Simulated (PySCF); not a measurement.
## How methods differ on the ionisation energy of Xe⁴¹⁺

Xe⁴¹⁺ [Ne] 3s2 3p1 (2P) → Xe⁴²⁺ [Ne] 3s2 (1S), as a difference of total energies. All numbers are calculated (PySCF 2.14, scalar relativity by spin-free X2C-1e, in an even-tempered Gaussian basis (18 s from 7.3 bohr⁻², ratio 2.5; 12 p from 9.5 bohr⁻², ratio 2.5; 4 d from 38 bohr⁻², ratio 2.7; 4 f from 58 bohr⁻², ratio 2.7)). Correlated levels: outer shells: 1s2 frozen; virtual orbitals above 40 to 60 times the deepest correlated orbital energy dropped. The calculations carry no spin-orbit coupling.

| method | ionisation energy (eV) |
| --- | --- |
| UHF | 3012.5 |
| MP2 (outer shells) | 3013.0 |
| SCS-MP2 (outer shells) | 3012.9 |
| CCSD (outer shells) | 3013.0 |
| CCSD(T) (outer shells) | 3013.0 |

A first-order spin-orbit estimate (lowest level to lowest level, LS coupling) adds 52.623 eV.

Breit and QED terms and the two-electron picture change are absent.

First order in ζ underestimates the shift of j = l − 1/2 levels at high Z.

For comparison: 3068 ± 4 eV (theoretical estimate listed by NIST; NIST Atomic Spectra Database, ionization energies).
